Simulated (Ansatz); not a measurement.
Ansatz (a quantum-chemistry and plane-wave program) input:

Ansatz 0.2 input:
```yaml
crystal:
  periodic: [false, false, false]
  atoms:
    - {symbol: Ge, position_ang: [0.00000000, 0.00000000, 0.00000000]}
    - {symbol: O, position_ang: [-0.00000000, -0.00000000, -1.65214308]}
    - {symbol: O, position_ang: [0.00000000, 0.00000000, 1.65214308]}
basis:
  gaussian:
    orbitals: def2-TZVP
hamiltonian:
  xc: b3lyp
  dispersion: d3bj
total_charge: 1
magnetization: {spin_polarized: true, initial_magnetization: 1}
phonons: {temperatures: {t_min: 298.15, t_max: 298.15, t_step: 100}}
```

### Question
What final total energy does it print?

### Answer
-2227.08788 Eh (B3LYP-D3(BJ)/def2-TZVP). The basis has 110 functions.
